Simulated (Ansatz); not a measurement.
Potential energy curve for SeNa (cation, charge +1), lowest singlet found (which spin is the ground state isn't settled by this scan).

Levels of theory: RKS-PBE = restricted PBE/aug-cc-pVDZ (Ansatz, a program for electronic structure); FCI = full CI/aug-cc-pVDZ, cores with 3d frozen run with Ansatz.

Energies relative to the lowest point of each curve between 2.51 and 3.86 Å, where full CI is lowest, in kcal/mol; the last columns give the error against full CI:

| R / Å | RKS-PBE | FCI | RKS-PBE − FCI |
|---|---|---|---|
| 2.06 | 53.1 | 61.2 | -8.1 |
| 2.25 | 24.7 | 29.8 | -5.2 |
| 2.39 | 13.0 | 16.5 | -3.5 |
| 2.51 | 6.9 | 9.4 | -2.5 |
| 2.60 | 4.0 | 5.7 | -1.8 |
| 2.72 | 1.6 | 2.6 | -1.1 |
| 2.81 | 0.6 | 1.2 | -0.7 |
| 2.87 | 0.2 | 0.6 | -0.4 |
| 2.97 | 0.0 | 0.1 | -0.1 |
| 3.11 | 0.3 | 0.0 | 0.3 |
| 3.22 | 0.7 | 0.3 | 0.5 |
| 3.41 | 1.9 | 1.2 | 0.7 |
| 3.62 | 3.5 | 2.5 | 1.0 |
| 3.86 | 5.2 | 4.0 | 1.1 |
| 4.14 | 6.9 | 5.6 | 1.3 |
| 4.56 | 9.0 | 7.5 | 1.6 |
| 5.10 | 10.9 | 9.1 | 1.8 |
| 5.65 | 12.0 | 10.1 | 2.0 |
| 6.24 | 12.7 | 10.7 | 2.0 |
| 7.18 | 13.4 | 11.3 | 2.1 |
| 8.22 | 13.7 | 11.7 | 2.1 |
| 9.77 | 14.0 | 11.9 | 2.1 |

RKS-PBE is furthest from FCI at 2.06 (-8.1 kcal/mol, below); its mean absolute error over the points is 1.9 kcal/mol.

The restricted form behind RKS-PBE keeps the bonding electrons paired and can't separate into open-shell fragments. Also computed but left out beside FCI, since their determinant holds another spin at the minimum (<S²> over 0.7 above the pure value): UHF, UMP2, UCCSD, UCCSD(T), UKS-PBE, UKS-BLYP, UKS-B3LYP/6-31G*, UKS-M06-2X/6-31G*, UKS-B3LYP/LANL2DZ, UKS-B3LYP/3-21G.
